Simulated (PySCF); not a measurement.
Isomers of C5H14SSi2, one GFN2-xTB conformer each. Single-point energies are computed at PBE0/pcSseg-1 (PySCF, gas phase, no added dispersion term), electronic only.

**Question.** Rank them by PBE0/pcSseg-1 energy, lowest first (kcal/mol).
A. `[CH3:1][S:2][C@H:3]1[CH2:4][C@H:5]([SiH2:6][SiH3:7])[CH2:8]1` with C1–S2–C3–C4 69°, C4–C5–Si6–Si7 -171°, S2–C3–C4–C5 132°, C3–C4–C5–Si6 103°, C4–C5–C8–C3 14°, S2–C3–C8–C5 -134°
B. `[SiH3:1][C@@H:2]1[CH2:3][S:4][CH2:5][CH2:6][CH2:7][SiH2:8]1` with Si1–C2–C3–S4 -166°, C2–C3–S4–C5 100°, C3–S4–C5–C6 -89°, S4–C5–C6–C7 64°
C. `[CH3:1][Si@@H:2]1[CH2:3][C:4]([CH3:5])([CH3:6])[SiH2:7][S:8]1` with C1–Si2–C3–C4 -150°, Si2–C3–C4–C5 -73°, C3–C4–Si7–S8 -38°, C4–Si7–S8–Si2 15°
D. `[CH3:1][CH2:2]/[C:3](=[CH:4]\[SiH3:5])[SiH2:6][S:7][CH3:8]` with C1–C2–C3–C4 -106°, C2–C3–Si6–S7 155°, C3–Si6–S7–C8 -59°
E. `[CH2:1]=[CH:2][SiH2:3][S:4][Si:5]([CH3:6])([CH3:7])[CH3:8]` with C1–C2–Si3–S4 -142°, C2–Si3–S4–Si5 154°

**Answer.** C (0.0), E (10.9), B (53.2), D (57.7), A (78.5).

As drawn, the highest has a four-membered ring and an Si–Si bond, which the lowest lacks. GFN2-xTB itself gives, in the same order: 0.0, 37.9, 39.1, 39.7, 55.4. Both levels put the same isomer lowest; measured from each level's own lowest isomer, the values differ by up to 27.0 kcal/mol (C=C[SiH2]S[Si](C)(C)C: 37.9 against 10.9).

**Question.** Which frontier levels, dipoles and rotational constants go with these structures?

**Answer.** 
```csv
SMILES,"HOMO (eV, PBE0/pcSseg-1)",LUMO (eV),dipole (D),"A, B, C (MHz)"
C[Si@@H]1CC(C)(C)[SiH2]S1,-6.97,0.20,2.70,"1701, 966.8, 761.1"
C=C[SiH2]S[Si](C)(C)C,-6.92,-0.48,1.64,"2243, 557.3, 545.4"
[SiH3][C@@H]1CSCCC[SiH2]1,-6.48,0.52,1.45,"1749, 869.4, 702.3"
CC/C(=C\[SiH3])[SiH2]SC,-6.81,-1.05,2.04,"1440, 700.6, 523.9"
CS[C@H]1C[C@H]([SiH2][SiH3])C1,-6.25,-0.04,1.34,"3596, 434.7, 410.2"
```
